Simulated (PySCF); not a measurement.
C6H15O (SMILES CC(C)CC(C)[OH2+]), charge +1, singlet, at a GFN2-xTB geometry, with bond 21-7 at 2.4 times its length; CASSCF(8,6)/STO-3G (PySCF).

The PySCF input:
```python
from pyscf import gto, scf, mcscf
import numpy

mol = gto.Mole()
mol.atom = '''
    C     1.488833   -1.454382   -0.213767
    C     1.393533   -0.105293    0.510796
    C     2.045368    0.993293   -0.326268
    C    -0.038746    0.266421    0.937326
    C    -1.041536    0.411552   -0.193661
    C    -2.353605    1.036482    0.220608
    O    -1.353336   -0.994032   -0.638131
    H     0.941996   -2.239332    0.310735
    H     1.203434   -1.381564   -1.268047
    H     2.529551   -1.772534   -0.227663
    H     1.962160   -0.192825    1.440605
    H     1.590162    1.086575   -1.310251
    H     3.097641    0.768782   -0.473826
    H     1.977052    1.953109    0.177365
    H     0.003442    1.217976    1.466882
    H    -0.420883   -0.474128    1.643267
    H    -0.606805    0.943228   -1.044376
    H    -2.782240    0.505637    1.066217
    H    -2.187717    2.068581    0.513485
    H    -3.068330    1.036768   -0.599245
    H    -2.672426   -1.014698   -2.576922
    H    -0.472899   -1.453814   -0.754338
'''
mol.basis = 'sto-3g'
mol.charge = 1
mol.spin = 0
mol.verbose = 4
mol.build()

mf = scf.RHF(mol)
mf.kernel()
mc = mcscf.CASSCF(mf, 6, 8)
mc.fix_spin_(ss=0.0)
mc.kernel()
occ = numpy.linalg.eigvalsh(mc.fcisolver.make_rdm1(mc.ci, mc.ncas, mc.nelecas))[::-1]
ss = mc.fcisolver.spin_square(mc.ci, mc.ncas, mc.nelecas)[0]
print('natural occupations', occ.round(4), ' <S^2>', round(ss, 4))
```

Task: What does PySCF print? Leave out banner, timings and long lists.

Result: 
```
PySCF version 2.14.0

[INPUT] verbose = 4
[INPUT] num. atoms = 22
[INPUT] num. electrons = 58
[INPUT] charge = 1
[INPUT] spin (= nelec alpha-beta = 2S) = 0
[INPUT] symmetry False subgroup None
[INPUT] Mole.unit = angstrom
[INPUT] Symbol           X                Y                Z      unit          X                Y                Z       unit  Magmom
[...]
nuclear repulsion = 346.287173850506
number of shells = 36
number of NR pGTOs = 150
number of NR cGTOs = 50
basis = sto-3g
ecp = {}

******** <class 'pyscf.scf.hf.RHF'> ********
method = RHF
initial guess = minao
damping factor = 0
level_shift factor = 0
DIIS = <class 'pyscf.scf.diis.CDIIS'>
diis_start_cycle = 1
diis_space = 8
diis_damp = 0
SCF conv_tol = 1e-09
SCF conv_tol_grad = None
SCF max_cycles = 50
direct_scf = True
direct_scf_tol = 1e-13
Set gradient conv threshold to 3.16228e-05
Initial guess from minao.
init E= -307.817433744068
[...]
cycle= 1 E= -306.410942206819  delta_E= 1.41  |g|= 0.474  |ddm|= 5.27
[...]
cycle= 2 E= -306.404274103877  delta_E= 0.00667  |g|= 0.586  |ddm|= 1.69
[...]
cycle= 3 E= -306.527525616659  delta_E= -0.123  |g|= 0.0781  |ddm|= 0.938
[...]
cycle= 4 E= -306.531239847385  delta_E= -0.00371  |g|= 0.022  |ddm|= 0.197
[...]
cycle= 5 E= -306.531470789461  delta_E= -0.000231  |g|= 0.0061  |ddm|= 0.037
[...]
cycle= 6 E= -306.531510904508  delta_E= -4.01e-05  |g|= 0.00224  |ddm|= 0.0183
[...]
cycle= 7 E= -306.531524061025  delta_E= -1.32e-05  |g|= 0.00101  |ddm|= 0.0135
[...]
cycle= 8 E= -306.53152753619  delta_E= -3.48e-06  |g|= 0.000526  |ddm|= 0.00729
[...]
cycle= 9 E= -306.531528638187  delta_E= -1.1e-06  |g|= 0.000152  |ddm|= 0.00557
[...]
cycle= 10 E= -306.531528711982  delta_E= -7.38e-08  |g|= 4.2e-05  |ddm|= 0.00162
[...]
cycle= 11 E= -306.531528714853  delta_E= -2.87e-09  |g|= 1.08e-05  |ddm|= 0.000199
[...]
cycle= 12 E= -306.531528715042  delta_E= -1.89e-10  |g|= 3.14e-06  |ddm|= 5.1e-05
[...]
Extra cycle  E= -306.53152871505  delta_E= -8.07e-12  |g|= 1.55e-06  |ddm|= 7.96e-06
converged SCF energy = -306.53152871505

******** <class 'pyscf.mcscf.mc1step.CASSCF'> ********
CAS (4e+4e, 6o), ncore = 25, nvir = 19
max_cycle_macro = 50
max_cycle_micro = 4
conv_tol = 1e-07
conv_tol_grad = None
orbital rotation max_stepsize = 0.02
orbital rotation threshold for CI restart = 0.01
augmented hessian ah_max_cycle = 30
augmented hessian ah_conv_tol = 1e-12
augmented hessian ah_linear dependence = 1e-14
augmented hessian ah_level shift = 1e-08
augmented hessian ah_start_tol = 2.5
augmented hessian ah_start_cycle = 3
augmented hessian ah_grad_trust_region = 3
kf_trust_region = 3
kf_interval = 4
ci_response_space = 4
ci_grad_trust_region = 3
with_dep4 0
natorb = False
canonicalization = True
sorting_mo_energy = False
ao2mo_level = 2
internal_rotation = False
******** <class 'pyscf.fci.addons.SpinPenaltyFCISolver'> ********
max. cycles = 50
conv_tol = 1e-08
davidson only = True
linear dependence = 1e-12
level shift = 0.001
max iter space = 12
nroots = 1
pspace_size = 400
spin = None
CASCI E = -306.610197359226  S^2 = 0.0000000
Set conv_tol_grad to 0.000316228
macro iter   1 ( 21 JK    4 micro), CASSCF E = -306.681354394096  dE = -7.11570349e-02  S^2 = 0.0000000
               |grad[o]|=  0.2  |grad[c]|=0.0365  |ddm|=0.179  |maxRot[o]|=0.185
macro iter   2 ( 21 JK    4 micro), CASSCF E = -306.686263409957  dE = -4.90901586e-03  S^2 = 0.0000000
               |grad[o]|=0.0552  |grad[c]|=0.0144  |ddm|=0.0337  |maxRot[o]|=0.311
macro iter   3 ( 21 JK    4 micro), CASSCF E = -306.693904275593  dE = -7.64086564e-03  S^2 = 0.0000000
               |grad[o]|=0.034  |grad[c]|=0.172  |ddm|=0.0889  |maxRot[o]|=  0.3
macro iter   4 ( 21 JK    4 micro), CASSCF E = -306.699508939430  dE = -5.60466384e-03  S^2 = 0.0000000
               |grad[o]|=0.039  |grad[c]|=0.027  |ddm|=0.0292  |maxRot[o]|=0.186
macro iter   5 ( 12 JK    3 micro), CASSCF E = -306.702139110261  dE = -2.63017083e-03  S^2 = 0.0000000
[...]
macro iter  32 ( 17 JK    4 micro), CASSCF E = -306.707824858960  dE =  3.73499628e-04  S^2 = 0.0000000
               |grad[o]|=0.00126  |grad[c]|=0.0279  |ddm|=0.00521  |maxRot[o]|=0.0827
macro iter  33 ( 21 JK    4 micro), CASSCF E = -306.708025602772  dE = -2.00743812e-04  S^2 = 0.0000000
               |grad[o]|=0.00719  |grad[c]|=0.00538  |ddm|=0.00205  |maxRot[o]|=0.0394
macro iter  34 ( 21 JK    4 micro), CASSCF E = -306.707830375371  dE =  1.95227402e-04  S^2 = 0.0000000
               |grad[o]|=0.002  |grad[c]|=0.00295  |ddm|=0.00183  |maxRot[o]|=0.0604
macro iter  35 ( 21 JK    4 micro), CASSCF E = -306.707932971127  dE = -1.02595756e-04  S^2 = 0.0000000
               |grad[o]|=0.00203  |grad[c]|=0.00144  |ddm|=0.00051  |maxRot[o]|=0.0259
macro iter  36 ( 21 JK    4 micro), CASSCF E = -306.707913388238  dE =  1.95828896e-05  S^2 = 0.0000000
               |grad[o]|=0.00158  |grad[c]|=0.00356  |ddm|=0.000626  |maxRot[o]|=0.0208
macro iter  37 ( 21 JK    4 micro), CASSCF E = -306.707988908290  dE = -7.55200521e-05  S^2 = 0.0000000
               |grad[o]|=0.00148  |grad[c]|=0.000794  |ddm|=0.000305  |maxRot[o]|=0.0203
macro iter  38 ( 21 JK    4 micro), CASSCF E = -306.708009303422  dE = -2.03951328e-05  S^2 = 0.0000000
               |grad[o]|=0.00123  |grad[c]|=0.00327  |ddm|=0.001  |maxRot[o]|=0.0593
macro iter  39 (  7 JK    2 micro), CASSCF E = -306.708103344754  dE = -9.40413311e-05  S^2 = 0.0000000
               |grad[o]|=0.00173  |grad[c]|=0.00558  |ddm|=0.000942  |maxRot[o]|=0.039
macro iter  40 (  7 JK    2 micro), CASSCF E = -306.708167779456  dE = -6.44347024e-05  S^2 = 0.0000000
               |grad[o]|=0.00176  |grad[c]|=0.00755  |ddm|=0.00228  |maxRot[o]|=0.0532
macro iter  41 ( 17 JK    4 micro), CASSCF E = -306.707801158107  dE =  3.66621349e-04  S^2 = 0.0000000
               |grad[o]|=0.0017  |grad[c]|=0.0286  |ddm|=0.00373  |maxRot[o]|=0.0939
macro iter  42 ( 21 JK    4 micro), CASSCF E = -306.707836257496  dE = -3.50993882e-05  S^2 = 0.0000000
               |grad[o]|=0.00278  |grad[c]|=0.00189  |ddm|=0.000393  |maxRot[o]|=0.0122
macro iter  43 (  7 JK    2 micro), CASSCF E = -306.707984754518  dE = -1.48497022e-04  S^2 = 0.0000000
               |grad[o]|=0.00188  |grad[c]|=0.00102  |ddm|=0.000902  |maxRot[o]|=0.0358
macro iter  44 (  7 JK    2 micro), CASSCF E = -306.708148081240  dE = -1.63326722e-04  S^2 = 0.0000000
               |grad[o]|=0.00133  |grad[c]|=0.00385  |ddm|=0.00145  |maxRot[o]|= 0.05
macro iter  45 (  7 JK    2 micro), CASSCF E = -306.708225568623  dE = -7.74873830e-05  S^2 = 0.0000000
               |grad[o]|=0.00105  |grad[c]|=0.00898  |ddm|=0.00106  |maxRot[o]|=0.0563
macro iter  46 (  9 JK    2 micro), CASSCF E = -306.708227094941  dE = -1.52631844e-06  S^2 = 0.0000000
               |grad[o]|=0.000906  |grad[c]|=0.000482  |ddm|=0.00136  |maxRot[o]|=0.00915
macro iter  47 ( 19 JK    4 micro), CASSCF E = -306.708236653340  dE = -9.55839914e-06  S^2 = 0.0000000
               |grad[o]|=0.00229  |grad[c]|=0.00094  |ddm|=0.00072  |maxRot[o]|=0.0247
macro iter  48 ( 16 JK    3 micro), CASSCF E = -306.708188675169  dE =  4.79781710e-05  S^2 = 0.0000000
               |grad[o]|=0.0015  |grad[c]|=0.00731  |ddm|=0.00303  |maxRot[o]|=0.0603
macro iter  49 ( 16 JK    4 micro), CASSCF E = -306.708190245876  dE = -1.57070667e-06  S^2 = 0.0000000
               |grad[o]|=0.00385  |grad[c]|=0.00306  |ddm|=0.00208  |maxRot[o]|=0.0292
macro iter  50 (  7 JK    2 micro), CASSCF E = -306.708223431262  dE = -3.31853861e-05  S^2 = 0.0000000
               |grad[o]|=0.00129  |grad[c]|=0.000791  |ddm|=0.00162  |maxRot[o]|=0.0321
1-step CASSCF not converged,  50 macro (675 JK 148 micro) steps
CASSCF canonicalization
Density matrix diagonal elements [1.6485751  1.97439082 1.86334027 1.69580143 0.78780387 0.03008851]
CASSCF energy = -306.708223431262
CASCI E = -306.708223431262  E(CI) = -17.5191775825573  S^2 = 0.0000000
natural occupations [1.9986 1.9947 1.9738 1.2654 0.7395 0.028 ]  <S^2> 0.0
```

The run did not converge; its last values are not results.
